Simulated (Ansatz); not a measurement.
`C[CH2][GaH][NH2]` + H₂O → `[NH2][GaH][OH]` + ethane  (formal hydrolysis of a Ga–C bond)

Gas-phase electronic energies from Ansatz, PBE0-D4/def2-TZVP geometries. CCSD(T)/CBS is the MP2 limit (def2-TZVPP, def2-QZVPP) plus CCSD(T) − MP2 in def2-TZVPP, frozen cores. This one scheme is used for every species. For Ga outer-core shells are correlated without core-valence functions, which leaves a few kJ/mol of doubt a bond. Scalar relativity is left out up to krypton. One conformer a species, not always the lowest.

| species | HF/def2-QZVPP energy (Eh) |
| --- | --- |
| `C[CH2][GaH][NH2]` | -2058.20665 |
| H₂O | -76.06663 |
| `[NH2][GaH][OH]` | -2055.04611 |
| `CC` | -79.26588 |

Problem. Work out ΔE.

Solution. ΔE = (-2055.04611) + (-79.26588) − (-2058.20665) − (-76.06663) = -0.03871 Eh = -101.6 kJ/mol. CCSD(T)/CBS gives -73.1 kJ/mol.

Problem. What do rigid-rotor, harmonic-oscillator terms from PBE0-D4/def2-TZVP frequencies (298.15 K, 1 bar) make of the CCSD(T)/CBS value? (Best estimate.)

Solution. The calculation gave: ΔZPE = +4.5 kJ/mol, ΔH = -71.2 kJ/mol, ΔS = -2 J/(mol·K), ΔG = -70.5 kJ/mol.

Largest T1 diagnostic among the species: 0.014.

The D4 term adds +8.0 kJ/mol with B3LYP and +4.6 kJ/mol with PBE0; it sums over pairs of atoms, weighted by their polarisabilities, and B3LYP, whose exchange is more repulsive, gets the larger term. Leaving LDA and LC-ωPBE aside and taking each functional with its dispersion term where it has one, the values, not all of them listed here, spread over 15.9 kJ/mol, from B2PLYP to revPBE-D4. LDA lies +6.6 kJ/mol from PBE without D4. At CCSD(T), def2-SVP lies −18.6 kJ/mol from the extrapolated value and def2-TZVPP −6.1 kJ/mol.

B3LYP here is the variant with VWN-RPA as its local correlation; programs differ in this.
